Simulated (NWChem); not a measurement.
System: MgCl2; SMILES [Cl][Mg][Cl]

Excerpt of the output:

```
             Northwest Computational Chemistry Package (NWChem) 7.3.0
             --------------------------------------------------------

                             Geometry "geometry" -> ""
                             -------------------------

 Output coordinates in angstroms (scale by  1.889725989 to convert to a.u.)

  No.       Tag          Charge          X              Y              Z
 ---- ---------------- ---------- -------------- -------------- --------------
    1 Mg                  12.0000     0.00000000     0.00000000     0.04193500
    2 Cl                  17.0000     2.19297800     0.00000000     0.04213500
    3 Cl                  17.0000    -2.19297800     0.00000000     0.04213500

 Effective nuclear repulsion energy (a.u.)     133.3211866122

                              NWChem Property Module
                              ----------------------

  itol2e modified to match energy
  convergence criterion.

                                 NWChem DFT Module
                                 -----------------

 Summary of "ao basis" -> "ao basis" (spherical)
 ------------------------------------------------------------------------------
       Tag                 Description            Shells   Functions and Types
 ---------------- ------------------------------  ------  ---------------------
 Mg                         pcsseg-0                 6       10   4s2p
 Cl                         pcsseg-0                 7       13   4s3p

  itol2e modified to match energy
  convergence criterion.

            General Information
            -------------------
          SCF calculation type: DFT
          Wavefunction type:  closed shell.
          No. of atoms     :     3
          No. of electrons :    46
           Alpha electrons :    23
            Beta electrons :    23
          Charge           :     0
          Spin multiplicity:     1
          Use of symmetry is: off; symmetry adaption is: off
          Maximum number of iterations: 150
          AO basis - number of functions:    36
                     number of shells:    20
          Convergence on energy requested:  1.00D-07
          Convergence on density requested:  1.00D-05
          Convergence on gradient requested:  5.00D-04

              XC Information
              --------------
                         B3LYP Method XC Potential
                     Hartree-Fock (Exact) Exchange  0.200
                        Slater Exchange Functional  0.800 local
                    Becke 1988 Exchange Functional  0.720 non-local
              Lee-Yang-Parr Correlation Functional  0.810
                  VWN I RPA Correlation Functional  0.190 local

             Grid Information
             ----------------
          Grid used for XC integration:  fine
          Radial quadrature: Mura-Knowles
          Angular quadrature: Lebedev.
          Tag              B.-S. Rad. Rad. Pts. Rad. Cut. Ang. Pts.
          ---              ---------- --------- --------- ---------
          Mg                  1.50      123           8.0       770
          Cl                  1.00      123          11.0       770
          Grid pruning is: on
          Number of quadrature shells:   369
          Spatial weights used:  Erf1

      Superposition of Atomic Density Guess
      -------------------------------------

 Sum of atomic energies:       -1117.24775113

      Non-variational initial energy
      ------------------------------

 Total energy =   -1117.434777
 1-e energy   =   -1813.391203
 2-e energy   =     562.635239
 HOMO         =      -0.452096
 LUMO         =      -0.078317

   convergence    iter        energy       DeltaE   RMS-Dens  Diis-err
 ---------------- ----- ----------------- --------- --------- ---------
 d= 0,ls=0.0,diis     1  -1119.3771957090 -1.25D+03  3.66D-02  3.24D-01
 d= 0,ls=0.0,diis     2  -1119.3936935935 -1.65D-02  1.84D-02  1.85D-01
 d= 0,ls=0.0,diis     3  -1119.4224916031 -2.88D-02  2.89D-03  1.36D-02
 d= 0,ls=0.0,diis     4  -1119.4243391823 -1.85D-03  4.67D-04  6.56D-05
 d= 0,ls=0.0,diis     5  -1119.4243569072 -1.77D-05  2.59D-05  2.18D-07
 d= 0,ls=0.0,diis     6  -1119.4243569636 -5.63D-08  1.56D-06  7.13D-10

         Total DFT energy =    -1119.424356963551
      One electron energy =    -1815.524799468931
           Coulomb energy =      635.833457402279
    Exchange-Corr. energy =      -73.054201509097
 Nuclear repulsion energy =      133.321186612198

 Numeric. integr. density =       45.999999991843

                       DFT Final Molecular Orbital Analysis
                       ------------------------------------

 Vector   21  Occ=2.000000D+00  E=-3.100436D-01
              MO Center=  9.9D-06, -1.3D-06,  4.2D-02, r^2= 5.6D+00
   Bfn.  Coefficient  Atom+Function         Bfn.  Coefficient  Atom+Function
  ----- ------------  ---------------      ----- ------------  ---------------
    23      0.411239  2 Cl pz                36      0.411236  3 Cl pz
    20      0.254830  2 Cl pz                33      0.254829  3 Cl pz
    22      0.234815  2 Cl py                35      0.234814  3 Cl py
    17     -0.166145  2 Cl pz                30     -0.166144  3 Cl pz
    10      0.149208  1 Mg pz                19      0.145507  2 Cl py

 Vector   22  Occ=2.000000D+00  E=-3.011768D-01
              MO Center= -9.8D-06,  2.8D-07,  4.2D-02, r^2= 5.9D+00
   Bfn.  Coefficient  Atom+Function         Bfn.  Coefficient  Atom+Function
  ----- ------------  ---------------      ----- ------------  ---------------
    23      0.380951  2 Cl pz                36     -0.380953  3 Cl pz
    22     -0.332350  2 Cl py                35      0.332351  3 Cl py
    20      0.227043  2 Cl pz                33     -0.227044  3 Cl pz
    19     -0.198077  2 Cl py                32      0.198078  3 Cl py
    17     -0.148961  2 Cl pz                30      0.148962  3 Cl pz

 Vector   23  Occ=2.000000D+00  E=-3.011768D-01
              MO Center= -9.8D-06, -2.9D-07,  4.2D-02, r^2= 5.9D+00
   Bfn.  Coefficient  Atom+Function         Bfn.  Coefficient  Atom+Function
  ----- ------------  ---------------      ----- ------------  ---------------
    22      0.380951  2 Cl py                35     -0.380953  3 Cl py
    23      0.332350  2 Cl pz                36     -0.332351  3 Cl pz
    19      0.227043  2 Cl py                32     -0.227044  3 Cl py
    20      0.198077  2 Cl pz                33     -0.198078  3 Cl pz
    16     -0.148961  2 Cl py                29      0.148962  3 Cl py

 Vector   24  Occ=0.000000D+00  E=-8.026168D-02
              MO Center= -2.7D-09,  6.8D-10,  4.2D-02, r^2= 5.0D+00
   Bfn.  Coefficient  Atom+Function         Bfn.  Coefficient  Atom+Function
  ----- ------------  ---------------      ----- ------------  ---------------
     4      0.768843  1 Mg s                  3      0.543779  1 Mg s
    21      0.343291  2 Cl px                34     -0.343291  3 Cl px
    14     -0.313267  2 Cl s                 27     -0.313267  3 Cl s
     2     -0.305892  1 Mg s                 18      0.151008  2 Cl px
    31     -0.151008  3 Cl px                13     -0.101796  2 Cl s

 Vector   25  Occ=0.000000D+00  E= 3.370191D-02
              MO Center= -1.5D-08, -2.5D-06,  4.2D-02, r^2= 2.6D+00
   Bfn.  Coefficient  Atom+Function         Bfn.  Coefficient  Atom+Function
  ----- ------------  ---------------      ----- ------------  ---------------
     9      1.051885  1 Mg py                 6     -0.291067  1 Mg py
    22     -0.198831  2 Cl py                35     -0.198831  3 Cl py
    19     -0.118584  2 Cl py                32     -0.118584  3 Cl py
    16      0.070376  2 Cl py                29      0.070376  3 Cl py

 Vector   26  Occ=0.000000D+00  E= 3.370192D-02
              MO Center= -1.5D-08,  2.5D-06,  4.2D-02, r^2= 2.6D+00
   Bfn.  Coefficient  Atom+Function         Bfn.  Coefficient  Atom+Function
  ----- ------------  ---------------      ----- ------------  ---------------
    10      1.051885  1 Mg pz                 7     -0.291067  1 Mg pz
    23     -0.198831  2 Cl pz                36     -0.198831  3 Cl pz
    20     -0.118584  2 Cl pz                33     -0.118584  3 Cl pz
    17      0.070376  2 Cl pz                30      0.070376  3 Cl pz

     Multipole analysis of the density
     ---------------------------------

     L   x y z        total         alpha         beta         nuclear
     -   - - -        -----         -----         ----         -------
     0   0 0 0     -0.000000    -23.000000    -23.000000     46.000000

     1   1 0 0     -0.000000     -0.000000     -0.000000      0.000000
     1   0 1 0     -0.000000     -0.000000     -0.000000      0.000000
     1   0 0 1     -0.000445     -1.829298     -1.829298      3.658150

     2   2 0 0    -41.376213   -312.642586   -312.642586    583.908958
     2   1 1 0     -0.000000     -0.000000     -0.000000      0.000000
     2   1 0 1     -0.000000     -0.000000     -0.000000      0.000000
     2   0 2 0    -23.875491    -11.937745    -11.937745      0.000000
     2   0 1 1      0.000000      0.000000      0.000000      0.000000
     2   0 0 2    -23.875562    -12.083239    -12.083239      0.290916

          -----------------------------------------
          Chemical Shielding Tensors (GIAO, in ppm)
          -----------------------------------------

                                NWChem CPHF Module
                                ------------------

  scftype          =     RHF
  nclosed          =       23
  nopen            =        0
  variables        =      299
  # of vectors     =        3
  tolerance        = 0.10D-03
  level shift      = 0.00D+00
  max iterations   =       50
  max subspace     =       30

 SCF residual:    8.3654008824453970E-006

Iterative solution of linear equations
  No. of variables      299
  No. of equations        3
  Maximum subspace       30
        Iterations       50
       Convergence  1.0D-04

   iter   nsub   residual    time
   ----  ------  --------  ---------
     1      3    3.52D-01       4.0
     2      6    4.45D-03       4.5
     3      9    4.34D-04       5.1
     4     12    1.28D-05       5.7

      Atom:    1  Mg
        Diamagnetic
    714.5286     -0.0000     -0.0000
     -0.0000    706.1616      0.0000
     -0.0000      0.0000    706.1616

        Paramagnetic
     -0.0000      0.0000      0.0000
      0.0000   -309.9716      0.0000
      0.0000      0.0000   -309.9716

        Total Shielding Tensor
    714.5286      0.0000      0.0000
      0.0000    396.1900      0.0000
      0.0000      0.0000    396.1900

           isotropic =     502.3029
          anisotropy =     318.3387

          Principal Components and Axis System
                 1           2           3
              714.5286    396.1900    396.1900

      1         1.0000     -0.0000     -0.0000
      2         0.0000      0.1947      0.9809
      3         0.0000      0.9809     -0.1947

      Atom:    2  Cl
        Diamagnetic
   1152.0181     -0.0000      0.0008
     -0.0000   1144.5932     -0.0000
      0.0008     -0.0000   1144.5932

        Paramagnetic
      0.0000      0.0000     -0.0028
      0.0000    -50.1534      0.0000
     -0.0028      0.0000    -50.1532

        Total Shielding Tensor
   1152.0181      0.0000     -0.0020
      0.0000   1094.4398      0.0000
     -0.0020      0.0000   1094.4400

           isotropic =    1113.6326
          anisotropy =      57.5782

          Principal Components and Axis System
                 1           2           3
             1152.0181   1094.4400   1094.4398

      1         1.0000      0.0000     -0.0000
      2         0.0000      0.0035      1.0000
      3        -0.0000      1.0000     -0.0035
```

Level: B3LYP/pcSseg-0, GIAO. Structure relaxed at the PBE0/def2-SVP level. The printed shielding anisotropy is the first printed principal value minus the mean of the other two.

Problem. Which NWChem input produces such a log?

Solution. One answer among several that fit: the input that was run:
```
start job
memory heap 200 mb stack 900 mb global 1100 mb
geometry units angstroms noautosym nocenter noautoz
  Mg     0.000000     0.000000     0.041935
  Cl     2.192978     0.000000     0.042135
  Cl    -2.192978     0.000000     0.042135
end
basis spherical
  * library pcsseg-0
end
dft
  xc b3lyp
  iterations 150
end
property
  shielding 2 1 2
end
task dft property
```
